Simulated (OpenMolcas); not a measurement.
**Ti2+: effect of the metal basis**

Ti2+ with its 6 nearest chloride ions at 2.69 Å, on the Na site of NaCl (a = 5.64056 Å, distance in the model lattice 2.820 Å). The rest of the host is ab initio model potentials to 7.6 Å and point charges beyond; the distance is set by hand and nothing relaxes, and no local charge compensation is placed.

- Program: OpenMolcas
- Method: CASSCF
- Spin-orbit coupling: state interaction with AMFI integrals over the reference wave functions

Fixed: ligand basis ANO-RCC-VDZP, active space 2 electrons in 5 orbitals (3d), DKH2 Hamiltonian.

States (labels of O, the rotations of Oh). Energies in cm-1 above the lowest state or level, χT in cm3 K/mol; under a threefold ground state the first gap can be a small split of the lowest multiplet, not the spin-orbit step; 10Dq and B are least-squares fits to the states below 45000 cm-1, weighted by degeneracy, with a free offset, and given where the rms deviation is under 5 % of |10Dq| (or 100 cm-1) and under 700 cm-1.

| Run | Metal basis | Ground state | First state of that spin | 10Dq | B (rms of fit) | First gap with spin-orbit (degeneracies) | χT at 300 K | First state of another spin | Cost |
| --- | --- | --- | --- | --- | --- | --- | --- | --- | --- |
| A | ANO-RCC-VDZP | 3T1 | 3T2 5724 | 6807 | 827 (95) | 4.4 (2, 3) | 1.121 | 1T2 11375 | roughly 30 core-seconds |
| B | ANO-RCC-VTZP | 3T1 | 3T2 5597 | 6682 | 832 (105) | 4.5 (2, 3) | 1.123 | 1T2 11421 | roughly 40 core-seconds |

Against A, |10Dq| changes by -1.8 % in B.

Costs are those of the RASSCF and RASSI steps.

An orbital triplet at a regular site is open to Jahn-Teller coupling, which can distort the site and quench the lowest spin-orbit gaps and is left out. Without dynamic correlation the repulsion within the d shell is too large (B by tens of per cent), so at a given field states of lower spin stand too high. Ligand-to-metal charge-transfer states are missing. With no ligand orbital active B as a rule stays too high, so bands that hang on it stand too high and its fall with covalency is understated. With metal d orbitals alone and no dynamic correlation the field as a rule comes out too small, by tens of per cent, by up to half for chloride and softer ligands. No measured value stands beside these numbers; the geometry was set by hand and not optimised.
